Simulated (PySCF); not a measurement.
Working with the constants of AlBi⁺

ROHF-CCSD(T) constants of AlBi⁺, ⁴Σ⁻ (quartet), unpaired electrons σ ↑, π ↑↑ (Al def2-SVPD, Bi def2-SVPD with ECP60; scalar-relativistic core potentials (PySCF 2.14); masses 26.9815 and 208.9804 u):

| Property | Result |
| --- | --- |
| ωe | 134.2 cm⁻¹ |
| ωexe | 1.46 cm⁻¹ |
| Be | 0.077443 cm⁻¹ |
| αe | 0.000941 cm⁻¹ |
| D (centrifugal) | 1.03e-07 cm⁻¹ |

(1) Give the vibrational terms G(v) and spacings up to v = 3.

Correlated steps freeze 9 core orbitals. These are scalar-relativistic numbers at best; spin–orbit coupling would shift them, the dissociation energy most. The state is the lowest determinant that a PBE0 search found; another state may lie lower at other levels.

Results:

(1) G(v) = ωe(v+½) − ωexe(v+½)².

| v | G(v) (cm⁻¹) | G(v) − G(v−1) | Bv (cm⁻¹) |
| --- | --- | --- | --- |
| 0 | 67 |  | 0.07697 |
| 1 | 198 | 131 | 0.07603 |
| 2 | 326 | 128 | 0.07509 |
| 3 | 452 | 125 | 0.07415 |
